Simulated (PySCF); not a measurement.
NMR parameters of Si(vinyl)2(NMe2)2

Si(vinyl)2(NMe2)2, C8H18N2Si, point group C1.

Geometry:
```tsv
atom	x (Å)	y (Å)	z (Å)
Si1	0.467	0.005	0.175
C2	1.046	-0.195	1.948
C3	0.847	0.758	2.865
H4	1.626	-1.078	2.251
H5	0.295	1.673	2.620
H6	1.224	0.677	3.892
C7	1.976	0.236	-0.912
C8	2.338	-0.676	-1.823
H9	2.636	1.103	-0.766
H10	1.730	-1.571	-1.998
H11	3.246	-0.579	-2.428
N12	-0.551	1.401	-0.003
C13	-1.864	1.412	0.589
C14	-0.237	2.581	-0.761
H15	-1.996	2.253	1.298
H16	-2.044	0.477	1.142
H17	-2.660	1.503	-0.177
H18	0.751	2.492	-1.234
H19	-0.974	2.755	-1.571
H20	-0.228	3.493	-0.131
N21	-0.450	-1.406	-0.268
C22	-1.207	-1.413	-1.493
C23	-0.449	-2.662	0.429
H24	-0.797	-2.115	-2.247
H25	-1.218	-0.408	-1.942
H26	-2.260	-1.708	-1.313
H27	0.077	-2.580	1.390
H28	-1.481	-2.999	0.650
H29	0.037	-3.472	-0.152
```

GIAO calculations in PySCF 2.14.0 with density-fitted response routines on the PBE0-D3(BJ)/def2-SVP structure: isolated species, non-relativistic, equivalent atoms averaged; basis pcSseg-1.

(1) Give the isotropic shieldings (ppm) with PBE0, wB97X-D.

(2) And the chemical shifts, against references computed in the same way?

(3) Which part of the shielding of Si1 depends on the functional?

Answers

(1) 
| atoms | environment | PBE0 | wB97X-D |
| --- | --- | --- | --- |
| Si1 | silicon bonded to 2 C, 2 N | 367.0 | 366.0 |
| N12/N21 | nitrogen bonded to 2 C, Si | 241.7 | 245.1 |
| C2/C7 | carbon bonded to C, Si, H | 39.9 | 39.6 |
| C3/C8 | carbon bonded to C, 2 H | 41.3 | 40.7 |
| C13/C14/C22/C23 | carbon bonded to N, 3 H | 145.7 | 145.9 |
| H4/H9 | hydrogen on a carbon bonded to C, Si | 24.96 | 25.13 |
| H5/H6/H10/H11 | hydrogen on a carbon bonded to C | 25.12 | 25.23 |
| H15/H16/H17/H18/H19/H20/H24/H25/H26/H27/H28/H29 | hydrogen on a carbon bonded to N | 28.75 | 28.88 |
| HOMO–LUMO gap (eV) | – | 5.46 | 9.12 |

(2) 
```csv
atoms,"nucleus, reference",PBE0,wB97X-D
Si1,"²⁹Si, TMS",-15.0,-13.1
N12/N21,"¹⁵N, NH3",24.0,18.9
C2/C7,"¹³C, TMS",144.5,145.0
C3/C8,"¹³C, TMS",143.1,143.8
C13/C14/C22/C23,"¹³C, TMS",38.7,38.7
H4/H9,"¹H, TMS",6.31,6.25
H5/H6/H10/H11,"¹H, TMS",6.15,6.15
H15/H16/H17/H18/H19/H20/H24/H25/H26/H27/H28/H29,"¹H, TMS",2.52,2.50
```

(3) Diamagnetic: PBE0 888, wB97X-D 888 ppm; paramagnetic: PBE0 -521, wB97X-D -522 ppm. The diamagnetic part, set mainly by inner electrons, hardly moves; the paramagnetic part goes with low-lying magnetically allowed excitations and carries the spread.

Experimental scales use liquid or dissolved standards, which lie at an offset from isolated NH3 (liquid NH3: subtract about 20 ppm).
